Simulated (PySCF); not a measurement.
# Run times: tungsten in cc-pVTZ-PP with ECP60MDF

Measured wall times of calculations with PySCF 2.14 in cc-pVTZ-PP with ECP60MDF (5s5p4d2f1g, 63 functions), with a scalar-relativistic core potential, run from one Python driver. Hardware: 1 thread of Neoverse-N1 on a shared host, 1.3 GiB allowed. The two-electron integrals over 63 functions were computed once and kept in memory (0.7 CPU seconds with the set-up); the times below exclude them. Kohn-Sham runs start from converged Hartree-Fock orbitals.

Launch command (the driver calls PySCF for each step listed in the task file):

```bash
OMP_NUM_THREADS=1 python atomrun2.py TASK.json OUT
```

| species | step | iterations | wall time (s) |
| --- | --- | --- | --- |
| W⁺ [Xe] 4f14 5d4 6s1 | UHF | 6 | 0.61 |
| W⁺ [Xe] 4f14 5d4 6s1 | TPSS | 6 | 3.4 |
| W⁺ [Xe] 4f14 5d4 6s1 | MN15 | 6 | 3.3 |
| W⁺ [Xe] 4f14 5d4 6s1 | MP2 (5 electrons) |  | 0.07 |
| W²⁺ [Xe] 4f14 5d4 | UHF | 8 | 0.52 |
| W²⁺ [Xe] 4f14 5d4 | TPSS | 7 | 3.8 |
| W²⁺ [Xe] 4f14 5d4 | MN15 | 8 | 4.2 |
| W²⁺ [Xe] 4f14 5d4 | MP2 (4 electrons) |  | 0.06 |

Peak memory of the process: 0.25 GiB. Times on a shared host vary from run to run.
